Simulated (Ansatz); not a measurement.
One change: `CO[Si](C)(N)Cl` becomes `C[Si](N)(Cl)Cl`.

Ansatz, PBE0-D4/def2-TZVP geometries, multiplicity 1. Each molecule was computed in one conformer, which needn't be the lowest.

```tsv
property	`CO[Si](C)(N)Cl`
LUMO energy (ωB97M-V/def2-TZVPP) / eV	2.20
HOMO–LUMO gap (PBE0/def2-TZVPP) / eV	8.50
HOMO–LUMO gap (B3LYP/def2-TZVPP) / eV	7.90
HOMO–LUMO gap (ωB97M-V/def2-TZVPP) / eV	12.28
size of the dipole moment (ωB97M-V/def2-TZVPP) / D	2.19
HOMO energy (PBE0/def2-TZVPP) / eV	-7.67
```

(1) Give the same properties after the change, and the shifts. (Best estimate.)

Results:

(1) Computed: 
```tsv
property	`C[Si](N)(Cl)Cl`	shift
LUMO energy (ωB97M-V/def2-TZVPP) / eV	2.08	-0.12
HOMO–LUMO gap (PBE0/def2-TZVPP) / eV	8.69	0.19
HOMO–LUMO gap (B3LYP/def2-TZVPP) / eV	8.08	0.18
HOMO–LUMO gap (ωB97M-V/def2-TZVPP) / eV	12.46	0.18
size of the dipole moment (ωB97M-V/def2-TZVPP) / D	2.40	0.21
HOMO energy (PBE0/def2-TZVPP) / eV	-8.03	-0.36
```

With PBE0 the HOMO falls by 0.36 eV and the LUMO falls by 0.16 eV, so the gap widens by about 0.20 eV. PBE moves the HOMO by -0.35 eV and ωB97M-V by -0.31 eV. Dipoles are sizes alone; their direction can turn.

B3LYP here is the variant with VWN-RPA as its local correlation; programs differ in this.
